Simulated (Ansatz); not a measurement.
FGa, SMILES [F][Ga] (connectivity only; charge and spin as stated), charge +1, multiplicity 2.

Geometry: PBE0-D3(BJ)/def2-TZVPD. The multiplicity is an assumed one; other spin states were not compared.

Two levels are set side by side: PBE/def2-TZVPD (Ansatz, a first-principles code) and ωB97X-V/def2-TZVPD (Ansatz). Energy differences of separate SCF runs at the same geometry; the states with an electron removed or added have multiplicity 1 and 1. Differences are taken from unrounded values.

| quantity | ωB97X-V | PBE | PBE minus ωB97X-V |
|---|---|---|---|
| vertical ionisation energy (eV) | 19.52 | 19.57 | 0.06 |
| vertical electron affinity (eV) | 10.32 | 10.31 | -0.01 |

On these quantities the two levels nearly agree.
